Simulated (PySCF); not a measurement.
Gas-phase reaction: (H2SiO)3 + SiHF3 → SiF3OH + 2 SiH3 + SiO2

Method: PySCF energies plus ideal-gas RRHO corrections (1 bar). † marks an energy on the PBE0/def2-TZVP geometry and frequencies; other levels use their own. Open shells (unrestricted): SiH3 (multiplicity 2); the rest are closed-shell singlets. (H2SiO)3, SiF3OH: computed as isolated molecules; such fragments, hydroxides, amides, oligomers or adducts are transient or little studied in the gas.

HF/def2-TZVP† gives ΔH°(298 K) = 966 kJ.

### Question
What do PBE/def2-TZVP†, PBE/def2-SVP, PBE0/def2-SVP† give?

### Answer
PBE/def2-TZVP†: 861 kJ; PBE/def2-SVP: 856 kJ; PBE0/def2-SVP†: 917 kJ. For scale, ΔH°(298 K) is 966 kJ at this level, 984 kJ at ωB97M-V/def2-TZVP†, and runs from 839 to 997 kJ over the 18 levels computed.
